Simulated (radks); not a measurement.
The iodine ion I3+, 50 electrons, occupied as [Kr] 4d10 5s2 5p2. All-electron calculation, scalar-relativistic Kohn-Sham, r2SCAN, spin-polarised, spherical densities, finite nucleus; open shells are filled with parallel spins first (spin-orbit coupling, left out, can overturn this in heavy ions); meta-GGA in the generalised Kohn-Sham scheme; Fermi nuclear charge, rms radius 4.75 fm. Program: a radial shooting solver on a logarithmic mesh with Libxc functionals.

Radial electron density D(r) = 4 pi r^2 rho(r):

r (bohr)  D(r) (e/bohr)   spin D(r)
0.001444          3.670  -0.0000451
0.001655          4.612  -0.0000560
0.001911          5.853  -0.0000700
0.002207          7.398  -0.0000866
0.002528          9.187   -0.000105
0.00292           11.49   -0.000126
0.003345          14.12   -0.000147
0.003864          17.42   -0.000167
0.004426          21.09   -0.000181
0.005112          25.58   -0.000183
0.005904          30.67   -0.000157
0.006764          35.98  -0.0000885
0.007812          42.01   0.0000622
0.00895           47.89    0.000323
0.01034           54.01    0.000797
0.01194           59.61     0.00158
0.01368           64.02     0.00273
0.01579           67.32     0.00458
0.01809           68.81     0.00714
0.0209            68.56      0.0110
0.02413           66.65      0.0163
0.02765           63.94      0.0227
0.03193           61.18      0.0311
0.03658           59.90      0.0402
0.04225           61.14      0.0499
0.04841           65.33      0.0576
0.0559            72.51      0.0619
0.06456           80.73      0.0594
0.07397           86.93      0.0492
0.08542           89.19      0.0308
0.09787           86.02      0.0105
0.113             78.09    -0.00524
0.1305            69.05    -0.00410
0.1495            63.63      0.0191
0.1727            63.94      0.0636
0.1979            68.95       0.107
0.2285            74.26       0.126
0.2618            73.74       0.103
0.3024            64.49      0.0451
0.3492            48.98   -0.000710
0.4001            34.62      0.0170
0.462             25.58       0.116
0.5293            24.17       0.238
0.6113            26.80       0.299
0.706             28.35       0.221
0.8088            26.12      0.0660
0.9341            20.55     -0.0434
1.07              14.51      0.0347
1.236             9.377       0.351
1.427             6.188       0.805
1.635             4.511        1.17
1.889             3.363        1.33
2.164             2.425        1.21
2.499             1.505       0.874
2.863            0.8092       0.523
3.306            0.3383       0.239
3.818            0.1100      0.0838
4.375           0.02951      0.0239
5.052          0.005437     0.00465
5.788         0.0008040    0.000719

D(r) has 4 maxima, at r = 0.0190, 0.0841, 0.244, 0.700 bohr, and minima at 0.0372, 0.159, 0.509 bohr, inside which lie 1.99, 11.17, 28.92 electrons.
